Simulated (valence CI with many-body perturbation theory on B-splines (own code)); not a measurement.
# Energy levels of Rb XV

Calculated by relativistic CI+MBPT: five valence electrons over a frozen Dirac-Fock core [Ar], a basis of 7 s, 7 p, 8 d, 6 f, 4 g, 1 h functions for each j, with the one-electron correlation potential Σ1 (screened to all orders), the two-electron term Σ2, the three-electron term Σ3, Breit, model QED; selected single and double excitations, second order for the rest, scaled by the run's own slope (own B-spline code, finite nucleus).

No measured levels were compared; by estimate terms of the open shell hold to 2 to 4 % of their energy, and close levels can change places. Among the levels kept, up to 450 cm⁻¹ of a level comes from second order outside the variational space, and about a tenth of that is noise between levels of different J, which matters for small intervals. Only levels of the ground parity were solved; by the run's estimate the other parity begins above the list, which can be wrong where configurations are misplaced.

Levels 1 to 31 of 31, with energies above the lowest level, 3d5 6S_5/2. "Leading %" is the weight of the configuration and term that name the level; weights of strongly mixed levels are sums over their largest components and can fall short, so below about 35 % the name and the second component can differ from the true leading terms, or belong to a minority configuration.

| No. | Configuration | Term | J | E (cm⁻¹) | Leading % | Second component | g |
| --- | --- | --- | --- | --- | --- | --- | --- |
| 1 | 3d5 | 6S | 5/2 | 0.0 | 98 |  | 1.991 |
| 2 | 3d5 | 4G | 5/2 | 76169 | 77 | 8 % 3d5 2F | 0.716 |
| 3 | 3d5 | 4G | 11/2 | 78415 | 97 |  | 1.265 |
| 4 | 3d5 | 4G | 7/2 | 78481 | 94 |  | 0.997 |
| 5 | 3d5 | 4G | 9/2 | 79424 | 98 |  | 1.170 |
| 6 | 3d5 | 4P | 5/2 | 82104 | 51 | 26 % 3d5 4D | 1.369 |
| 7 | 3d5 | 4P | 3/2 | 84582 | 65 | 33 % 3d5 4D | 1.532 |
| 8 | 3d5 | 4P | 1/2 | 87866 | 80 | 18 % 3d5 4D | 2.164 |
| 9 | 3d5 | 4D | 7/2 | 95037 | 92 |  | 1.405 |
| 10 | 3d5 | 4D | 1/2 | 99723 | 81 | 18 % 3d5 4P | 0.491 |
| 11 | 3d5 | 4D | 5/2 | 100710 | 64 | 25 % 3d5 4P | 1.406 |
| 12 | 3d5 | 4D | 3/2 | 101860 | 64 | 33 % 3d5 4P | 1.357 |
| 13 | 3d5 | 2I | 11/2 | 112510 | 88 | 11 % 3d5 2H | 0.943 |
| 14 | 3d5 | 2I | 13/2 | 115320 | 100 |  | 1.075 |
| 15 | 3d5 | 2D | 5/2 | 119140 | 42 | 36 % 3d5 2F | 1.081 |
| 16 | 3d5 | 2D | 3/2 | 122800 | 66 | 31 % 3d5 4F | 0.690 |
| 17 | 3d5 | 2F | 7/2 | 125340 | 52 | 35 % 3d5 4F | 1.143 |
| 18 | 3d5 | 4F | 9/2 | 127290 | 59 | 32 % 3d5 2G | 1.228 |
| 19 | 3d5 | 4F | 5/2 | 131910 | 78 | 18 % 3d5 2F | 1.009 |
| 20 | 3d5 | 2F | 7/2 | 135700 | 45 | 45 % 3d5 4F | 1.196 |
| 21 | 3d5 | 2H | 9/2 | 137510 | 60 | 28 % 3d5 4F | 1.051 |
| 22 | 3d5 | 4F | 3/2 | 138020 | 66 | 32 % 3d5 2D | 0.546 |
| 23 | 3d5 | 2G | 7/2 | 143830 | 85 | 13 % 3d5 2F | 0.926 |
| 24 | 3d5 | 2H | 11/2 | 146010 | 86 | 12 % 3d5 2I | 1.074 |
| 25 | 3d5 | 2F | 5/2 | 146590 | 58 | 36 % 3d5 2D | 1.002 |
| 26 | 3d5 | 2G | 9/2 | 151400 | 56 | 32 % 3d5 2H | 1.070 |
| 27 | 3d5 | 2F | 5/2 | 153570 | 74 | 13 % 3d5 4F | 0.921 |
| 28 | 3d5 | 2F | 7/2 | 154990 | 83 | 13 % 3d5 4F | 1.144 |
| 29 | 3d5 | 2S | 1/2 | 166110 | 97 |  | 1.991 |
| 30 | 3d5 | 2D | 3/2 | 185570 | 99 |  | 0.802 |
| 31 | 3d5 | 2D | 5/2 | 188540 | 92 | 6 % 3d5 2F | 1.180 |

Names give the largest LS component (configuration and term), which can be under half, so a name can repeat, a term be missing and a line seem to break the LS rules; names also repeat where a configuration has a term twice.

The ionisation energy to 3d4 5D_0 of the next ion comes out as 501.98 eV (NIST: 502 ± 3 eV (theoretical)). All 31 levels together are meant to be complete up to 195730 cm⁻¹.
